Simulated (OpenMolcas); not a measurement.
## Ni I: effect of the IPEA shift

| Quantity | Value |
| --- | --- |
| Program | OpenMolcas 26.06 |
| Basis | ANO-RCC-VTZP [6s5p3d2f1g] |
| Scalar Hamiltonian | DKH2, point nucleus |
| Active space | 8 electrons in 5 orbitals (3d) |
| State averaging | 2S+1 = 3 even, 10 roots; 2S+1 = 1 even, 15 roots (14 in the spin-orbit step) |
| Spin-orbit coupling | RASSI with atomic mean-field integrals over the reference wave functions, term energies averaged over their components |

Methods on the same reference wave functions:
A. CASSCF
B. SS-CASPT2, IPEA 0 Eh, imaginary shift 0.1 Eh (closed shells correlated: 3s 3p 4s)
C. SS-CASPT2, IPEA 0.25 Eh, imaginary shift 0.1 Eh (closed shells correlated: 3s 3p 4s)

Energies in cm⁻¹ above 3d⁸ 4s² ³F₄.

| Level | A | B | C |
| --- | --- | --- | --- |
| 3d⁸ 4s² ³F₄ | 0.0 | 0.0 | 0.0 |
| 3d⁸ 4s² ³F₃ | 1327 | 1330 | 1330 |
| 3d⁸ 4s² ³F₂ | 2240 | 2210 | 2210 |
| 3d⁸ 4s² ¹D₂ | 16745 | 12320 | 12550 |
| 3d⁸ 4s² ³P₂ | 20303 | 15520 | 16030 |
| 3d⁸ 4s² ³P₁ | 20686 | 15870 | 16410 |
| 3d⁸ 4s² ³P₀ | 21014 | 16200 | 16740 |
| 3d⁸ 4s² ¹G₄ | 25962 | 22120 | 22120 |

Between B and C the level of the table that moves most is 3d⁸ 4s² ³P₀, by 540 cm-1 (lowest in B, highest in C). Moves below CASPT2's spread within the term are not significant.

From A to B the spin-free energies of the other terms of 3d⁸ 4s² shown, above ³F, scale by factors of 0.72 to 0.85, as is usual when dynamic correlation screens the repulsion within a d or f shell.

The lowest spin-free term lies below A's lowest term by 0.721 hartree in B, 0.714 hartree in C.

Term energies are means over components that CASPT2 splits; among the terms shown or strongly mixed into the levels shown the widest spread is 1000 cm-1 (3d⁸ 4s² ³F, B). Some high roots are left out of the spin-orbit mixing, which shifts the levels that they would mix with. With the s shell closed, the reference lacks s² → p², s² → d² and s → d mixing, so excited terms can stand far too high and out of order, with CASPT2 too. Without dynamic correlation excited terms often stand tens of per cent too high (terms of higher spin than the ground term too low), and those without a measured partner can miss by more than the paired ones (holds for A). Levels of configurations outside the active space are missing.
